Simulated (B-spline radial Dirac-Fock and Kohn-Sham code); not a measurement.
## The M5 (3d5/2) hole of tellurium ions: width and yield against charge

Method: a relativistic independent-particle model: LDA orbitals of the hole state, radiative multipoles to third order, Auger rates from the Coulomb interaction with a continuum orbital, Dirac-Fock energies. Computed with a radial atomic solver. Tabulated ground configurations, configuration averages; single configurations, so decays that open only by mixing (as 1s 2s² with 1s 2p² in Be-like ions) are missing and such tiny yields are far too low.

| ion | configuration | radiative (eV) | non-radiative (eV) | yield |
| --- | --- | --- | --- | --- |
| Te | [Kr] 4d10 5s2 5p4 | 0.000185 | 0.576 | 0.000320 |
| Te⁺ | [Kr] 4d10 5s2 5p3 | 0.000183 | 0.578 | 0.000317 |
| Te²⁺ | [Kr] 4d10 5s2 5p2 | 0.000181 | 0.579 | 0.000312 |
| Te³⁺ | [Kr] 4d10 5s2 5p1 | 0.000178 | 0.580 | 0.000306 |
| Te⁴⁺ | [Kr] 4d10 5s2 | 0.000174 | 0.582 | 0.000299 |
| Te⁵⁺ | [Kr] 4d10 5s1 | 0.000175 | 0.586 | 0.000298 |
| Te⁶⁺ | [Kr] 4d10 | 0.000176 | 0.588 | 0.000299 |
